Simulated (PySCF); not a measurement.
Compound: C3H3BCl2.
Atom-mapped SMILES: `[CH3:1][C:2]#[C:3][B:4]([Cl:5])[Cl:6]` (hydrogens: H7, H8, H9 on C1)

Geometry (PBE0-D3(BJ)/def2-SVP, Å), atoms numbered from 1 in this order:
```
atom  x, y, z in Å
C1    -1.5790   -0.3760   -0.2601
C2    -0.1518   -0.1346   -0.2426
C3     1.0506    0.0731   -0.2296
B4     2.5332    0.3333   -0.2132
Cl5    3.6563   -0.9395    0.2215
Cl6    3.1704    1.9129   -0.6266
H7    -1.8215   -1.3896    0.0937
H8    -2.1027    0.3503    0.3810
H9    -1.9752   -0.2633   -1.2816
```

Level of theory: TDDFT B3LYP/def2-SVPD, vertical, gas phase, core orbitals frozen in the response (PySCF 2.14.0, density-fitted response routines).

Broadening: Gaussians 0.3 eV wide at half height, area fixed by f = 4.319×10⁻⁹ ∫ε dν̃. The width is an assumption, not a result. The curve ends short of the highest state used, and states not computed would add to its high-energy end.

E (eV), ε (L mol⁻¹ cm⁻¹) and a bar:
```
     3.76          0 
     3.81          0 
     3.87          0 
     3.93          1 
     3.99          2 
     4.04          3 
     4.10          6 
     4.16          8 
     4.22          8 
     4.28          7 
     4.33          5 
     4.39          3 
     4.45          1 
     4.51          0 
     4.56          0 
     4.62          1 
     4.68          4 
     4.74         25 
     4.79         92 
     4.85        370 #
     4.91       1188 ##
     4.97       3055 ######
     5.02       5667 ############
     5.08       9704 ####################
     5.14      13311 ###########################
     5.20      14627 ##############################
     5.26      12876 ##########################
     5.31       9773 ####################
     5.37       5729 ############
     5.43       2691 ######
     5.49       1014 ##
     5.54        383 #
     5.60        103 
     5.66         33 
     5.72         22 
     5.77         27 
     5.83         58 
     5.89        190 
     5.95        609 #
     6.00       1398 ###
     6.06       3115 ######
     6.12       5569 ###########
     6.18       7977 ################
     6.24       9153 ###################
     6.29       8666 ##################
     6.35       6625 ##############
     6.41       4063 ########
     6.47       2006 ####
     6.52        955 ##
     6.58        347 #
     6.64        155 
     6.70        153 
     6.75        214 
     6.81        306 #
     6.87        366 #
     6.93        367 #
```

Task: Locate the maxima and give the states behind the curve.

Result: 295 nm (4.21 eV), ε about 8.1, made up of S1 (100%); 239 nm (5.19 eV), ε about 15000, made up of S2 (100%); 198 nm (6.25 eV), ε about 9200, made up of S5 (100%); 180 nm (6.90 eV), ε about 370, made up of S7 (97%) (ε in L mol⁻¹ cm⁻¹; maxima over ε = 5, shares over 10%). The states used: S1 4.21 eV (f 0.0001); S2 5.20 eV (f 0.163); S3 5.39 eV (f 0.0000); S4 5.76 eV (f 0.0002); S5 6.25 eV (f 0.102); S6 6.58 eV (f 0.0003); S7 6.89 eV (f 0.0040); S8 7.22 eV (f 0.0018); S9 7.47 eV (f 0.639); S10 7.53 eV (f 0.0008).

Task: What would ε be at 5.19 eV, the highest of these maxima, with half the width (0.15 eV)?

Result: About 29200 L mol⁻¹ cm⁻¹ against 14600, a factor of about 1.99; a lone state at its own centre would give exactly 2.

Task: On this curve, what absorbance would a 10⁻⁴ mol/L sample give at 193 nm over a 1 cm path?

Result: 193 nm is 6.424 eV, where ε is about 3500 L mol⁻¹ cm⁻¹, so A = ε c l ≈ 0.35 (Beer–Lambert, with the gas-phase spectrum and the assumed width).

Task: Coming from long wavelengths, where does ε first pass 100 L mol⁻¹ cm⁻¹?

Result: At about 259 nm (4.79 eV), 0.59 eV above S1.

All these states lie below the vertical ionisation energy of 10.00 eV (ΔSCF).

Hardware: Arm Neoverse V1, one thread, shared host. Cost: 73 s of wall time.
